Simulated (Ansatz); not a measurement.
Reaction (atomization): `BC1OC1=C` → B• + 3 C• + 5 H• + O•

Gas-phase electronic energies from Ansatz, PBE0-D4/def2-TZVP geometries. CCSD(T)/CBS is the MP2 limit (def2-TZVPP, def2-QZVPP) plus CCSD(T) − MP2 in def2-TZVPP, frozen cores. This one scheme is used for every species, atoms too. Functionals use def2-TZVPP. Open shells (•) are unrestricted, without spin–orbit coupling. Spin–orbit coupling would lower the free atoms: a little for B, C, O.

```csv
level,ΔE (kJ/mol)
PBE-D4,4217.2
r2SCAN0-D4,4021.9
B2PLYP,4034.4
PBE,4200.5
r2SCAN,4100.0
HF/def2-SVP,2983.9
MP2/def2-SVP,3957.0
CCSD/def2-TZVPP,3869.7
```

What does CCSD(T)/CBS give? (Best estimate.)

The calculation gave: +4042.1 kJ/mol. The listed levels differ from it by 175.1, -20.2, -7.7, 158.4, 57.9, -1058.2, -85.1, -172.4 kJ/mol.

Largest T1 diagnostic among the species: 0.014.

From BLYP to BHLYP (50 % exact exchange), in def2-TZVPP and without D4, ΔE moves by −146.4 kJ/mol: exact exchange takes away binding that semilocal exchange gives to molecules. At CCSD(T), def2-SVP lies −168.4 kJ/mol from the extrapolated value and def2-TZVPP −98.3 kJ/mol: correlation converges slowly with the basis, and small sets miss more of it in the bonded molecule than in its fragments.

For atomizations the MP2-based limit and the directly extrapolated one differ by several kJ/mol either way, and by 10 to 25 for some Ge, Se and Sn compounds, so smaller differences from it don't rank the levels.
